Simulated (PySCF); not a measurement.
BiI3, SMILES [I][Bi]([I])[I].

Geometry: B3LYP-D3(BJ)/def2-SVP. The isomer is the one that the SMILES or the coordinates give; other isomers of the formula were not compared. The def2 effective core potentials stand for the cores of Bi, I; spin–orbit coupling is left out.

Two levels are set side by side: PBE/def2-TZVP (PySCF) and HF/def2-TZVP (PySCF). Same geometry, gas phase. Differences are taken from unrounded values.

```
quantity                        HF    PBE  PBE minus HF
---------------------------  -----  -----  ------------
orbital gap (eV)              9.19   2.69         -6.50
highest occupied level (eV)  -9.70  -6.48          3.22
lowest empty level (eV)      -0.51  -3.79         -3.28
dipole moment (D)             3.17   2.48         -0.68
mean polarisability (bohr³)  149.4  157.4           7.9
```

PBE's occupied levels lie high since its potential decays too fast outside the molecule; exact exchange lowers them and widens the gap. Loosely held outer electrons make PBE densities more polarisable. Differences between two approximate levels are no errors against the true value.

Rough cost on one machine, each run with all the roots and properties that it gave: HF against PBE within a factor of 2.
